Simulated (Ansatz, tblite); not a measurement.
Isomers of Se₆⁺ (doublet), found by a short tight-binding search and relaxed with PBE0-D4/def2-SVP in Ansatz.

The xTB rows come from tblite. Correlated methods freeze 54 core orbitals; core or outer-core shells of Se are correlated, in sets that lack core-valence functions.

Run but left out: HF/def2-SVP, MP2/def2-SVP (C: ⟨S²⟩ 1.43, where a pure state has 0.75); HF/def2-SVP, BHLYP-D4/def2-SVP, MP2/def2-SVP (D: ⟨S²⟩ 1.11 to 1.53, where a pure state has 0.75).

A further structure is left out (at the level of its geometry, ⟨S²⟩ 1.24, where a pure state has 0.75); at PBE0-D4/def2-SVP its energy lies 1.01 eV above the lowest shown.

Other spin states weren't relaxed.

A:

Cartesian coordinates in Å:
```
Se 1.822 0.255 -0.616
Se -1.502 1.498 0.239
Se 0.824 1.805 0.782
Se -1.375 -0.174 -1.355
Se 1.280 -1.537 0.743
Se -1.047 -1.848 0.207
```

B:

```xyz
6

Se   -1.536    0.560    1.475
Se    0.062    1.206   -1.841
Se    1.946   -0.631    0.814
Se    1.535   -0.560   -1.476
Se   -1.946    0.628   -0.816
Se   -0.061   -1.202    1.844
```

C:

```xyz
6

Se    1.708    0.884   -0.544
Se   -1.731    0.241   -0.101
Se    0.035   -0.404    1.442
Se   -1.089   -1.199   -1.725
Se    1.156   -0.348   -2.283
Se   -0.080    0.826    3.211
```

D:

```xyz
6

Se    0.883    1.724   -0.859
Se    1.593   -2.455   -1.581
Se   -1.332    0.567    1.809
Se   -0.872    2.427    0.304
Se   -1.332   -1.130    0.292
Se    1.060   -1.133    0.034
```

Estimate which lies lowest at each level, and how far above it the others are (kcal/mol).


| level | A | B | C | D |
| --- | --- | --- | --- | --- |
| GFN1-xTB | 10.3 | 0.0 | 33.2 | 35.2 |
| GFN2-xTB | 11.8 | 0.0 | 15.8 | 15.6 |
| LDA (SPW92)/def2-SVP | 0.0 | 0.9 | 14.6 | 16.3 |
| PBE-D4/def2-SVP | 0.0 | 0.2 | 12.6 | 13.3 |
| r2SCAN-D4/def2-SVP | 0.9 | 0.0 | 13.2 | 13.3 |
| PBE0-D4/def2-SVP | 0.0 | 0.9 | 17.9 | 17.0 |
| RPA@PBE/def2-SVP | 0.0 | 2.7 | 13.4 | 12.0 |
Point groups (tolerance 0.1 Å): A C2v, B D3d, C not assigned, D not assigned. A and B have the same bonds, so they are conformers or stereoisomers. C and D have the same bonds, so they are conformers or stereoisomers. Lower isomers may exist.
